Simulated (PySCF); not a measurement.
The dipole of `C=CC[C@@H]1N=CC[C@H]1OC` from its density and from atomic charges.

Coordinates (GFN2-xTB, Å) and charges (e) from the PBE0/pcSseg-1 density (PySCF):

```json
{"atom": "C1", "x": "-2.397", "y": "1.050", "z": "1.083", "Mulliken": "-0.1402", "IAO": "-0.3255", "Hirshfeld": "-0.1026", "ESP-fitted": "-0.4545"}
{"atom": "C2", "x": "-1.765", "y": "1.129", "z": "-0.073", "Mulliken": "-0.2533", "IAO": "-0.1295", "Hirshfeld": "-0.0313", "ESP-fitted": "-0.0462"}
{"atom": "C3", "x": "-1.432", "y": "-0.042", "z": "-0.937", "Mulliken": "-0.0984", "IAO": "-0.2638", "Hirshfeld": "-0.0731", "ESP-fitted": "-0.4063"}
{"atom": "C4", "x": "0.086", "y": "-0.242", "z": "-1.062", "Mulliken": "-0.0657", "IAO": "-0.0297", "Hirshfeld": "+0.0056", "ESP-fitted": "+0.5349"}
{"atom": "N5", "x": "0.349", "y": "-1.260", "z": "-2.053", "Mulliken": "-0.3652", "IAO": "-0.2845", "Hirshfeld": "-0.1647", "ESP-fitted": "-0.7583"}
{"atom": "C6", "x": "0.960", "y": "-2.230", "z": "-1.537", "Mulliken": "+0.0661", "IAO": "+0.0179", "Hirshfeld": "+0.0432", "ESP-fitted": "+0.4253"}
{"atom": "C7", "x": "1.286", "y": "-2.116", "z": "-0.078", "Mulliken": "-0.1600", "IAO": "-0.3159", "Hirshfeld": "-0.0820", "ESP-fitted": "-0.6170"}
{"atom": "C8", "x": "0.760", "y": "-0.714", "z": "0.264", "Mulliken": "+0.0323", "IAO": "+0.0708", "Hirshfeld": "+0.0413", "ESP-fitted": "+0.5328"}
{"atom": "O9", "x": "1.858", "y": "0.084", "z": "0.654", "Mulliken": "-0.5128", "IAO": "-0.3929", "Hirshfeld": "-0.1428", "ESP-fitted": "-0.4502"}
{"atom": "C10", "x": "1.509", "y": "1.315", "z": "1.229", "Mulliken": "-0.0171", "IAO": "-0.1977", "Hirshfeld": "-0.0443", "ESP-fitted": "-0.1273"}
{"atom": "H11", "x": "-2.736", "y": "0.105", "z": "1.478", "Mulliken": "+0.1085", "IAO": "+0.1423", "Hirshfeld": "+0.0435", "ESP-fitted": "+0.1799"}
{"atom": "H12", "x": "-2.612", "y": "1.920", "z": "1.680", "Mulliken": "+0.1151", "IAO": "+0.1505", "Hirshfeld": "+0.0458", "ESP-fitted": "+0.1751"}
{"atom": "H13", "x": "-1.439", "y": "2.090", "z": "-0.451", "Mulliken": "+0.1055", "IAO": "+0.1400", "Hirshfeld": "+0.0456", "ESP-fitted": "+0.1098"}
{"atom": "H14", "x": "-1.876", "y": "-0.955", "z": "-0.533", "Mulliken": "+0.1058", "IAO": "+0.1325", "Hirshfeld": "+0.0383", "ESP-fitted": "+0.1402"}
{"atom": "H15", "x": "-1.825", "y": "0.113", "z": "-1.945", "Mulliken": "+0.1415", "IAO": "+0.1587", "Hirshfeld": "+0.0455", "ESP-fitted": "+0.1499"}
{"atom": "H16", "x": "0.547", "y": "0.688", "z": "-1.412", "Mulliken": "+0.1304", "IAO": "+0.1438", "Hirshfeld": "+0.0392", "ESP-fitted": "+0.0223"}
{"atom": "H17", "x": "1.235", "y": "-3.089", "z": "-2.128", "Mulliken": "+0.1019", "IAO": "+0.1516", "Hirshfeld": "+0.0549", "ESP-fitted": "+0.0561"}
{"atom": "H18", "x": "0.808", "y": "-2.907", "z": "0.500", "Mulliken": "+0.1410", "IAO": "+0.1531", "Hirshfeld": "+0.0488", "ESP-fitted": "+0.1502"}
{"atom": "H19", "x": "2.362", "y": "-2.160", "z": "0.091", "Mulliken": "+0.1567", "IAO": "+0.1702", "Hirshfeld": "+0.0498", "ESP-fitted": "+0.1772"}
{"atom": "H20", "x": "0.021", "y": "-0.733", "z": "1.079", "Mulliken": "+0.1069", "IAO": "+0.1119", "Hirshfeld": "+0.0263", "ESP-fitted": "-0.0374"}
{"atom": "H21", "x": "1.047", "y": "1.993", "z": "0.503", "Mulliken": "+0.0890", "IAO": "+0.1169", "Hirshfeld": "+0.0319", "ESP-fitted": "+0.0422"}
{"atom": "H22", "x": "0.813", "y": "1.177", "z": "2.066", "Mulliken": "+0.0911", "IAO": "+0.1228", "Hirshfeld": "+0.0324", "ESP-fitted": "+0.0707"}
{"atom": "H23", "x": "2.436", "y": "1.755", "z": "1.593", "Mulliken": "+0.1209", "IAO": "+0.1566", "Hirshfeld": "+0.0492", "ESP-fitted": "+0.1307"}
```

Question: Compute μ = Σ q r for each scheme (1 e·Å = 4.803 D) and compare with the dipole of the full density.

Answer: The full density gives (-0.36, -0.01, 1.85) D, 1.88 D in size; dipole vectors point from the negative to the positive end.

```tsv
scheme	μx	μy	μz	size (D)	share of the full size (%)	angle to the full dipole (°)
Mulliken	-1.76	-0.18	2.60	3.14	167	23
IAO	-0.98	0.24	1.47	1.78	94	24
Hirshfeld	-0.23	-0.11	0.74	0.78	41	10
ESP-fitted	-0.37	0.00	1.85	1.89	100	1
```

Question: Which set comes closest?

Answer: Length of the difference vector: ESP-fitted 0.02 D, IAO 0.76 D, Hirshfeld 1.12 D, Mulliken 1.59 D. Closest: ESP-fitted. 

Question: What is left for the Hirshfeld atoms' own dipoles?

Answer: The shares of the density sum to the whole, so what Σ q r misses lies in dipoles about the nuclei. The atomic dipoles sum to (-0.36, -0.01, 1.85) − (-0.23, -0.11, 0.74) = (-0.13, 0.10, 1.11) D, 1.12 D in size.

Question: With the origin at the mean of the coordinates, (0.000, -0.132, 0.000) Å, which are the largest single terms, by size, of the ESP-fitted dipole along the direction of the full one?

Answer: N5 +7.56, C6 -3.43, C1 -3.31, C4 -2.72, H12 +1.80 D; all 23 atoms together +1.89 D. The single terms depend on the origin, their sum doesn't.

Question: Give the size of the full dipole in other units.

Answer: 1.88 D = 0.741 au = 0.392 e·Å = 6.28 × 10⁻³⁰ C·m.

Isolated species at its GFN2-xTB geometry (one conformer only).

The run behind these numbers computed NMR shieldings as well. On an x86-64 server with one thread, on a shared host, this took 69 s of wall time.
